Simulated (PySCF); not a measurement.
**Vertical excitation energies**

1,1,1,2,2,3,3,4-octafluorobutane, C4H2F8.
SMILES with atom numbers: `[F:1][CH2:2][C:3]([F:4])([F:5])[C:6]([F:7])([F:8])[C:9]([F:10])([F:11])[F:12]` (hydrogens: H13, H14 on C2)

Geometry (PBE0-D3(BJ)/def2-SVP, Å), atoms numbered from 1 in this order:
```xyz
14
C4H2F8 angstrom
F     -2.9935    0.5075    0.1632
C     -1.9165   -0.2474    0.4970
C     -0.6588    0.4352   -0.0151
F     -0.7817    0.6994   -1.3251
F     -0.4652    1.5996    0.6317
C      0.5868   -0.4510    0.1898
F      0.4701   -1.5296   -0.5983
F      0.6128   -0.8585    1.4704
C      1.9471    0.2176   -0.1148
F      2.2034    1.1718    0.7648
F      2.8995   -0.7009   -0.0379
F      1.9469    0.7333   -1.3332
H     -1.9940   -1.2442    0.0353
H     -1.8477   -0.3505    1.5903
```

Method: PySCF, TDDFT wB97X-D/def2-SVPD, vertical, gas phase, core orbitals frozen in the response.

Question: What does the calculation give for the low-lying excited states?

Answer: 

```json
{"state": "S1", "E (eV)": "9.33", "E (hartree)": "0.3429", "f": "0.032", "main configurations (H = HOMO, L = LUMO)": "H→L (69%), H→L+1 (20%)"}
{"state": "S2", "E (eV)": "9.75", "E (hartree)": "0.3583", "f": "0.0027", "main configurations (H = HOMO, L = LUMO)": "H→L+2 (76%), H→L+4 (9%)"}
{"state": "S3", "E (eV)": "9.83", "E (hartree)": "0.3611", "f": "0.0034", "main configurations (H = HOMO, L = LUMO)": "H-1→L (83%)"}
{"state": "S4", "E (eV)": "10.23", "E (hartree)": "0.3758", "f": "0.023", "main configurations (H = HOMO, L = LUMO)": "H→L+1 (55%), H→L (15%), H-2→L (13%)"}
{"state": "S5", "E (eV)": "10.78", "E (hartree)": "0.3961", "f": "0.011", "main configurations (H = HOMO, L = LUMO)": "H-2→L (38%), H→L+1 (12%), H-2→L+1 (11%)"}
{"state": "S6", "E (eV)": "10.83", "E (hartree)": "0.3979", "f": "0.033", "main configurations (H = HOMO, L = LUMO)": "H-1→L+1 (60%), H-1→L+3 (16%)"}
{"state": "S7", "E (eV)": "11.15", "E (hartree)": "0.4099", "f": "0.0016", "main configurations (H = HOMO, L = LUMO)": "H→L+4 (50%), H-2→L+2 (17%)"}
{"state": "S8", "E (eV)": "11.27", "E (hartree)": "0.4140", "f": "0.0098", "main configurations (H = HOMO, L = LUMO)": "H→L+3 (50%), H-2→L+1 (25%)"}
{"state": "S9", "E (eV)": "11.37", "E (hartree)": "0.4178", "f": "0.047", "main configurations (H = HOMO, L = LUMO)": "H-1→L+2 (64%), H-1→L+4 (20%)"}
{"state": "S10", "E (eV)": "11.48", "E (hartree)": "0.4219", "f": "0.0084", "main configurations (H = HOMO, L = LUMO)": "H-2→L+2 (44%), H→L+4 (21%)"}
```

Triplets, Tamm–Dancoff:

| state | E (eV) | λ (nm) | main configurations (H = HOMO, L = LUMO) |
| --- | --- | --- | --- |
| T1 | 8.80 | 140.9 | H→L (63%), H→L+1 (21%) |
| T2 | 9.27 | 133.7 | H→L+2 (69%), H→L+4 (11%) |
| T3 | 9.41 | 131.7 | H-1→L (73%), H-1→L+1 (8%) |
| T4 | 9.90 | 125.2 | H-2→L (31%), H→L+1 (26%), H-2→L+1 (11%) |

The lowest singlet lies at 9.33 eV (133 nm, vacuum ultraviolet) and is of moderate strength; its leading configuration is HOMO→LUMO (69%). The most intense listed level is S9 at 11.37 eV (109 nm, f = 0.047), 2.04 eV above S1. Löwdin shares by element: HOMO carbon 27% or more, fluorine 26% or more (atoms not listed hold the other 47%); LUMO carbon 36% or more, fluorine 21% or more (atoms not listed hold the other 43%). Of the 10 states listed, 5 reach f = 0.01 and none stays under 0.0005. The listed states span 2.15 eV, and the widest gap between neighbours is 0.55 eV (S4 to S5). Orbital energies (eV): HOMO-3 -14.35, HOMO-2 -13.56, HOMO-1 -12.88, HOMO -12.15, LUMO 2.06, LUMO+1 2.25, LUMO+2 2.64. The window holds the lowest 10 singlets.

One conformer stands for the species.
